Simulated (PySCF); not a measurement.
# Gd⁵²⁺ (gadolinium, charge +52): Hartree-Fock from Schrödinger to Dirac-Coulomb-Breit

Occupied: 1s1/2, 2s1/2, 2p1/2, 2p3/2, 3s1/2. Hartree-Fock calculated with PySCF 2.14 in an even-tempered Gaussian basis (17 s from 6.2 bohr⁻², ratio 2.7; 13 p from 7.5 bohr⁻², ratio 2.7), Gaussian nucleus throughout. NR is non-relativistic, sf-X2C the spin-free one-electron X2C Hamiltonian, X2C adds the bare one-electron spin-orbit term, X2C-SNSO screens it by Boettger's factors, DC is four-component Dirac-Coulomb, and the Gaunt and Breit terms are added at first order (total energies over the DC spinors, levels after relaxing the spinors in that mean field). QED terms are absent. Levels marked empty are virtual spinors of this ion; the basis has s and p functions only, so 3d, which can lie below the n = 4 levels, is absent.

```json
{"Hamiltonian": "NR", "E (hartree)": "-7991.3152", "E − E(DC) (hartree)": "419.8605", "CPU seconds": "0.24"}
{"Hamiltonian": "sf-X2C", "E (hartree)": "-8402.0234", "E − E(DC) (hartree)": "9.1523", "CPU seconds": "0.17"}
{"Hamiltonian": "X2C", "E (hartree)": "-8408.3119", "E − E(DC) (hartree)": "2.8638", "CPU seconds": "0.16"}
{"Hamiltonian": "X2C-SNSO", "E (hartree)": "-8407.9040", "E − E(DC) (hartree)": "3.2717", "CPU seconds": "0.17"}
{"Hamiltonian": "DC", "E (hartree)": "-8411.1757", "E − E(DC) (hartree)": "0.0000", "CPU seconds": "8.5"}
{"Hamiltonian": "DC+Gaunt", "E (hartree)": "-8402.0348", "E − E(DC) (hartree)": "9.1409", "CPU seconds": "15"}
{"Hamiltonian": "DC+Breit", "E (hartree)": "-8402.8429", "E − E(DC) (hartree)": "8.3328", "CPU seconds": "46"}
```

Problem. Give the 3p spin-orbit interval with each Hamiltonian that has one.

Solution. X2C 192.8; X2C-SNSO 186.3; DC 186.2; DC+Gaunt 184.0; DC+Breit 184.0 (eV).

```tsv
level (eV)	NR	sf-X2C	X2C	X2C-SNSO	DC	DC+Gaunt	DC+Breit
1s1/2	-51376.0	-54404.2	-54396.7	-54397.2	-54452.5	-54304.1	-54314.0
2s1/2	-11278.9	-12128.5	-12126.7	-12126.8	-12134.1	-12118.4	-12119.5
2p1/2	-10937.9	-11220.0	-11746.1	-11727.5	-11731.7	-11704.4	-11707.2
2p3/2	-10937.9	-11220.0	-10997.6	-11004.3	-11009.5	-10990.7	-10993.5
3s1/2	-4650.3	-4913.9	-4913.6	-4913.6	-4915.3	-4911.2	-4911.7
3p1/2 (empty)	-4453.7	-4564.5	-4699.6	-4694.8	-4695.9	-4689.0	-4689.9
3p3/2 (empty)	-4453.7	-4564.5	-4506.8	-4508.5	-4509.6	-4504.9	-4505.9
4s1/2 (empty)	-2479.3	-2583.1	-2583.0	-2583.0	-2583.6	-2582.1	-2582.4
```

Weight of the small component: 1s1/2 0.0569, 2s1/2 0.0130, 2p1/2 0.0129, 2p3/2 0.0120, 3s1/2 0.00500, 3p1/2 0.00492, 3p3/2 0.00469, 4s1/2 0.00239.

Koopmans' value for the highest occupied level at DC+Breit: 4911.7 eV, against an ionisation energy of 4914 ± 4 eV (theoretical estimate listed by NIST; NIST Atomic Spectra Database, ionization energies); the former lacks relaxation, correlation, QED and recoil.

The whole ladder took 72 s of wall time on 1 thread of Intel(R) Xeon(R) Platinum 8488C (shared host), launched as `OMP_NUM_THREADS=1 python relrun2.py TASK.json OUT` (a driver that calls PySCF for each Hamiltonian).
